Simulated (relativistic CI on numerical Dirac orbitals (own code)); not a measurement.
## Ligand-field terms of d7

Computed with a parametric ligand-field model of a d^n configuration (Racah B and C, spin-orbit zeta, crystal field), exact diagonalisation.

Field parameters in Wybourne normalisation: Oh B⁴₀ = 21Dq, B⁴₄ = √(5/14) B⁴₀. The field is a parameter set, without covalency.

(1) Ground term and bands for B = 800, C = 3020, ζ = 0 cm⁻¹, Oh, 10Dq = 31650 cm⁻¹?

(2) Ground term and bands for B = 340, C = 1750, ζ = 0 cm⁻¹, Oh, 10Dq = 34550 cm⁻¹?

(3) Ground term and bands for B = 780, C = 3120, ζ = 0 cm⁻¹, Oh, 10Dq = 15850 cm⁻¹?

(4) Ground term and bands for B = 750, C = 3500, ζ = 0 cm⁻¹, Oh, 10Dq = 13650 cm⁻¹?

(5) Ground term and bands for B = 410, C = 1720, ζ = 0 cm⁻¹, Oh, 10Dq = 3100 cm⁻¹?

Answers

(1) Ground term 2E with 1.02 electrons in the two orbitals of the cubic e set. Spin-allowed: 2T1 29376 cm⁻¹ (340 nm), 2T2 30057 cm⁻¹ (333 nm), 2T1 34950 cm⁻¹ (286 nm), 2T2 47549 cm⁻¹ (210 nm). Lowest spin-forbidden: 4T1 16624 cm⁻¹ (602 nm), 4T2 46458 cm⁻¹ (215 nm), 4T1 56642 cm⁻¹ (177 nm).

(2) Ground term 2E with 1.01 electrons in the two orbitals of the cubic e set. Spin-allowed: 2T1 33026 cm⁻¹ (303 nm), 2T2 33519 cm⁻¹ (298 nm), 2T1 35600 cm⁻¹ (281 nm), 2T2 42274 cm⁻¹ (237 nm). Lowest spin-forbidden: 4T1 26320 cm⁻¹ (380 nm), 4T2 59961 cm⁻¹ (167 nm), 4T1 64151 cm⁻¹ (156 nm).

(3) Ground term 2E with 1.05 electrons in the two orbitals of the cubic e set. Spin-allowed: 2T1 13915 cm⁻¹ (719 nm), 2T2 14475 cm⁻¹ (691 nm), 2T1 18766 cm⁻¹ (533 nm), 2T2 27164 cm⁻¹ (368 nm). Lowest spin-forbidden: 4T1 690 cm⁻¹, 4T2 15121 cm⁻¹ (661 nm), 4T1 25402 cm⁻¹ (394 nm).

(4) Ground term 4T1 with 2.04 electrons in the two orbitals of the cubic e set. Spin-allowed: 4T2 12349 cm⁻¹ (810 nm), 4T1 22297 cm⁻¹ (448 nm), 4A2 25999 cm⁻¹ (385 nm). Lowest spin-forbidden: 2E 2643 cm⁻¹, 2T1 14260 cm⁻¹ (701 nm), 2T2 14882 cm⁻¹ (672 nm).

(5) Ground term 4T1 with 2.10 electrons in the two orbitals of the cubic e set. Spin-allowed: 4T2 2668 cm⁻¹, 4A2 5768 cm⁻¹ (1734 nm), 4T1 8385 cm⁻¹ (1193 nm). Lowest spin-forbidden: 2E 4990 cm⁻¹ (2004 nm), 2T1 7351 cm⁻¹ (1360 nm), 2T2 7447 cm⁻¹ (1343 nm).
